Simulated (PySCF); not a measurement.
# Working out the ionisation energy of Cl⁺

Cl⁺ [Ne] 3s2 3p4 (3P) → Cl²⁺ [Ne] 3s2 3p3 (4S). Calculation: PySCF 2.14, in pcseg-2 (5s4p2d1f, 34 functions); the non-relativistic Hamiltonian (point nucleus). Frozen: [Ne]. Energies in hartree (1 hartree = 27.21139 eV):

| part | Cl⁺ (lower) | Cl²⁺ (upper) |
| --- | --- | --- |
| UHF | -459.044742 | -458.214544 |
| CCSD correlation | -0.141397 | -0.111183 |
| (T) | -0.003778 | -0.002995 |

Problem. What does Hartree-Fock give?

Solution. (-458.214544) − (-459.044742) = 0.830198 hartree = 22.591 eV.

Problem. What do CCSD and CCSD(T) give?

Solution. The CCSD correlation energies differ by 0.030214 hartree = 0.822 eV and the triples by 0.000783 hartree = 0.021 eV, so CCSD gives 23.413 eV and CCSD(T) 23.434 eV.

Measured between the centres of the two terms (NIST): 23.771 eV, so CCSD(T) (valence) is off by -0.337 eV.

What remains against the reference includes basis incompleteness, the frozen core and higher excitations.
